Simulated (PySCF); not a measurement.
# Ni (nickel, neutral) across methods

[Ar] 3d8 4s1 4p1, one real determinant (an excited configuration). Calculation: PySCF 2.14, in def2-QZVPPD (11s6p5d4f2g, 100 functions); no relativity, point nucleus. The B2PLYP total includes its PT2 part (frozen core); its orbital energies are those of the SCF part.

```tsv
method	E (hartree)	mean ε 3d β (eV)	mean ε 4s α (eV)	mean ε 4p α (eV)	Σ⟨r²⟩ (bohr²)	⟨S²⟩
PBE	-1507.918	-9.849	-7.185	-2.561	42.70	6.000
BP86	-1508.396	-10.051	-7.327	-2.650	42.48	6.000
r2SCAN	-1508.168	-10.151	-7.439	-2.733	41.74	6.002
UHF	-1506.80655	-19.097	-10.266	-5.200	43.07	6.002
B3LYP	-1508.221	-12.001	-7.891	-3.052	42.67	6.001
B2PLYP	-1507.900	-14.882	-8.827	-3.841	42.77	6.001
LDA	-1505.480	-9.963	-7.384	-2.585	42.50	6.000
BLYP	-1508.248	-9.904	-7.028	-2.338	43.09	6.000
PBE0	-1507.945	-12.307	-8.069	-3.286	42.37	6.001
```

⟨L²⟩ = 14.01 against 20 for a pure G term, so this real determinant mixes terms.
